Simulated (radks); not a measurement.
Kinetic energies: the exact non-interacting value of the Kohn-Sham orbitals and orbital-free approximations, in hartree. Species: Li [He] 2s1; Rb+ [Kr]; F5+ [He] 2s2. Method: non-relativistic Kohn-Sham, PBE, spin-polarised, spherical densities, point nucleus; computed with a radial shooting solver on a logarithmic mesh with Libxc functionals. Every spin shell is full or empty, so the densities are truly spherical. Functionals are evaluated on that one density, not self-consistently.

functional,Li,Rb+,F5+
exact,7.41580,2937.97,87.8772
Thomas-Fermi,6.6549,2767.2,78.430
TF + vW,13.870,4116.6,156.56
TF + vW/9,7.4565,2917.2,87.112
TF + vW/5,8.0978,3037.1,94.057
LC94,7.4402,2939.5,87.146
APBEK,7.4367,2941.7,87.172
Perdew 92,7.4581,2917.5,87.129
Thakkar,7.4599,2923.9,87.309
Pearson,7.1127,2907.5,83.563
LKT,11.689,3571.4,131.99
PG1,11.132,3438.2,125.67
DePristo-Kress,7.3954,2936.1,86.011
Ernzerhof,7.6647,2927.0,88.820
